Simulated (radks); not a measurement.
Species: Tm II. Configuration: [Xe] 4f13.5 6s0.5 (fractional occupations, a model configuration). Method: scalar-relativistic Kohn-Sham, PBEsol, spin-unpolarised, spherical densities, point nucleus; computed with a radial shooting solver on a logarithmic mesh with Libxc functionals.

Normalised radial functions P(r) = r R(r), r in bohr:

r	6s
0.0007256	0.0118
0.0009912	0.0151
0.001343	0.0191
0.001835	0.0241
0.002487	0.0297
0.003398	0.0361
0.004605	0.0424
0.006291	0.0477
0.008527	0.0502
0.01165	0.0470
0.01579	0.0351
0.02157	0.0112
0.02923	-0.0226
0.03993	-0.0596
0.05455	-0.0790
0.07393	-0.0570
0.101	0.0154
0.1369	0.0954
0.187	0.1020
0.2535	-0.0101
0.3463	-0.1484
0.4693	-0.1276
0.6411	0.0808
0.8689	0.2612
1.187	0.2060
1.609	-0.0805
2.198	-0.4174
3.002	-0.5863
4.069	-0.5183
5.559	-0.2993
7.534	-0.1087
10.29	-0.0202

6s: eigenvalue -8.294 eV, 5 radial nodes at r = 0.0241, 0.0956, 0.248, 0.578, 1.50 bohr, <r> = 3.70 bohr, 90 % of the charge inside 5.44 bohr.
